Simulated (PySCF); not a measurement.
**Computed spin Hamiltonian**

C6H9O3 (doublet state).
Z-matrix (Å and degrees, GFN2-xTB geometry), rows numbered from 1:
```
O 
C   1  1.3862
O   2  1.3645  1  116.36
C   3  1.4142  2  117.16  1    23.96
C   4  1.5364  3  108.61  2  -176.99
C   5  1.5368  4  106.16  3   -89.60
C   6  1.5134  5  103.62  4   -28.24
O   7  1.4012  6  114.74  5   -45.60
C   8  1.3959  7   63.07  6    98.31
H   1  0.9607  2  108.71  3   172.27
H   2  1.0841  1  117.19  3  -134.64
H   4  1.0962  3  109.62  2   -53.67
H   5  1.0887  4  108.66  3   152.10
H   5  1.0874  4  110.32  3    32.25
H   6  1.0890  5  111.76  4  -149.39
H   6  1.0902  5  111.12  4    88.41
H   7  1.0827  6  120.24  5   168.02
H   9  1.0818  4  119.19  3   -51.66
```

The hyperfine couplings belong to this conformer and change with its torsions.

The species is `O([CH]O)[C@@H]1CC[C@@H]2[C@H]1O2` [radical].

Theory: PySCF 2.14.0, UKS B3LYP, pcH-1 on C H O, non-relativistic, mean-field spin-orbit, GIAO. Geometry: GFN2-xTB, one conformer, isolated molecule. The geometry wasn't refined by DFT: couplings that depend on bond lengths, twists or pyramidal angles can differ widely from those at the functional's own minimum. No stability test was run, so a lower SCF solution isn't excluded.

```json
{
  "g1, g2, g3": "2.00206, 2.00385, 2.00425",
  "g_iso": "2.00339",
  "Form of g": "rhombic: the two nearest values differ by 18 % of g3 − g1",
  "⟨S²⟩": "0.7527 (exact 0.7500)",
  "HOMO–LUMO gap, α and β orbitals": "5.14, 6.67 eV",
  "Basis functions": "315"
}
```

Hyperfine couplings atom by atom, in MHz; T1 to T3 are the principal values of the dipolar part:

```csv
atom,isotope,a_iso,T1,T2,T3,Mulliken spin population
O1,17O,-24.9,-55.8,26.8,29.0,0.10
C2,13C,285.2,-71.2,-70.5,141.8,0.80
O3,17O,-22.2,-58.0,27.4,30.6,0.10
C4,13C,-4.0,-1.4,-0.8,2.2,0.00
C5,13C,0.1,-0.5,-0.4,1.0,0.00
C6,13C,-0.1,-0.3,-0.2,0.5,0.00
C7,13C,-0.2,-0.3,-0.3,0.6,0.00
O8,17O,-0.1,-0.8,0.3,0.5,0.00
C9,13C,2.5,-1.9,-0.3,2.2,0.01
H10,1H,-10.5,-12.9,-8.0,20.9,0.00
H11,1H,36.3,-29.7,-4.8,34.5,0.00
H12,1H,10.1,-3.7,-2.6,6.3,0.00
H13,1H,-0.4,-1.0,-0.9,1.9,0.00
H14,1H,-0.1,-1.8,-1.6,3.4,0.00
H15,1H,0.1,-0.6,-0.5,1.1,0.00
H16,1H,0.2,-1.1,-1.0,2.2,0.00
H17,1H,0.1,-0.8,-0.8,1.6,0.00
H18,1H,1.5,-4.0,-2.8,6.7,0.00
```

Largest spin populations (Mulliken): C2 (+0.80), O3 (+0.10) and O1 (+0.10). C2 is the only atom above +0.15. The angles at C2 add up to 344.5°, so it is pyramidal.

Under fast tumbling the dipolar parts average out, and these isotropic splittings remain: 1 × 1H (H11, I = 1/2, 2 lines) with 1.30 mT, 1 × 1H (H10, I = 1/2, 2 lines) with 0.38 mT, 1 × 1H (H12, I = 1/2, 2 lines) with 0.36 mT and 1 × 1H (H18, I = 1/2, 2 lines) with 0.05 mT.

The 17O coupling of O1 (-24.9 MHz) shows only in satellite lines or after enrichment, since that isotope makes up about 0.038 % of natural oxygen.

The 13C coupling of C2 (285.2 MHz) shows only in satellite lines or after enrichment, since that isotope makes up about 1.07 % of natural carbon.

β density exceeds α density at some nuclei, such as C4 (-0.0035) and H10 (-0.0024), spin density in bohr⁻³. In a single determinant that takes different orbitals for the two spins, that is spin polarisation.

On one thread, AMD EPYC 7B13 (x86_64), no GPU, shared host with 128 logical CPUs at a one-minute load of 14, this took 91 s (with the writing of density and orbital grids) and 0.99 GiB of memory at its peak.
